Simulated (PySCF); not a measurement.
## Telling isomers of C4H14Si4 apart by NMR

All values are calculated (PySCF 2.14.0 with density-fitted response routines): σ from GIAO-PBE0/pcSseg-1, coordinates at the PBE0-D3(BJ)/def2-SVP level. Non-relativistic Hamiltonian, no solvent, one computed conformer, fast rotation and ring inversion assumed for equivalent nuclei.

Scale: TMS for 1H (σref 31.27) and 13C (σref 184.41) (reference shieldings calculated alike). Where no couplings were computed, multiplicities follow the n + 1 count of equivalent neighbours, and m marks all less simple cases (inequivalent or close neighbours, rings, F or P nearby). Shifts are as computed. Against solution values, carbons near 30 ppm lie about +2 ppm off and those near 130 ppm about +5 ppm. Of 1309 compounds with measured shifts, 239 miss one by over three times the rms of a fit or turn the order of signals round; such compounds aren't used in these exercises.

(1) Tabulate the signals of `C[Si@H]1[SiH2][Si@H](C2CC2)[SiH2]1`, `CC#C[Si@H](C)[SiH]([SiH3])[SiH3]` and their relative energies.

(2) What is the quickest way to tell C[Si@H]1[SiH2][Si@H](C2CC2)[SiH2]1 from CC#C[Si@H](C)[SiH]([SiH3])[SiH3]?

Results:

(1) 
| SMILES | carbon types | δC | δH | E rel. (kcal/mol) |
| --- | --- | --- | --- | --- |
| C[Si@H]1[SiH2][Si@H](C2CC2)[SiH2]1 | 1×CH 2×CH2 1×CH3 | 6.1, -3.4, -8.8 | 4.76 (m, 1H), 4.47 (m, 1H), 3.88 (m, 2H), 3.73 (m, 2H), 0.75 (m, 2H), 0.51 (d, 3H), 0.26 (m, 2H), -0.18 (m, 1H) | 0.0 |
| CC#C[Si@H](C)[SiH]([SiH3])[SiH3] | 2×C 2×CH3 | 118.1, 82.6, 6.1, -2.9 | 4.58 (m, 1H), 3.68 (d, 3H), 3.68 (d, 3H), 3.04 (m, 1H), 1.97 (s, 3H), 0.41 (d, 3H) | 17.7 |

Energies are electronic energies at PBE0/pcSseg-1 on these geometries, without zero-point or thermal terms, each for the one conformer computed, which needn't be the lowest.

(2) Count the carbon signals: 3 against 4. The first has a three-membered-ring carbon (CH2) at 6.1 ppm, the second an alkyne carbon (C) at 118.1 ppm.
